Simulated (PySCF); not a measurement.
**SrN⁺: from constants to spectrum**

revPBE constants of SrN⁺, ³Σ⁻ (triplet), unpaired electrons π ↑↑ (basis Sr def2-SVP with ECP28, N def2-SVP; scalar-relativistic core potentials; PySCF 2.14; masses 87.9056 and 14.0031 u):

```
ωe            : 423.9 cm⁻¹
ωexe          : 2.71 cm⁻¹
Be            : 0.24877 cm⁻¹
αe            : 0.00198 cm⁻¹
De to Sr⁺ + N : 1.66 eV
```

Question: What force constant and bond length do these constants imply?

Answer: Reduced mass μred = 12.079 u; k = 5.8918×10⁻⁷·μred·ωe² (u, cm⁻¹, mdyn/Å) = 1.28 mdyn/Å; Re = √(16.8576/(μred·Be)) (u, cm⁻¹, Å) = 2.369 Å.

Question: Estimate the centrifugal constant D from the Kratzer relation and find the Dunham coefficient a1.

Answer: D = 4Be³/ωe² = 3.43e-07 cm⁻¹; a1 = −1 − αeωe/(6Be²) = -3.26.

Spin–orbit coupling is left out. For an ion De counts to the pair picked by the measured ionisation energies or electron affinities, which need not be the lowest pair at this level. The state was picked by a PBE0 search and need not be the measured ground state.
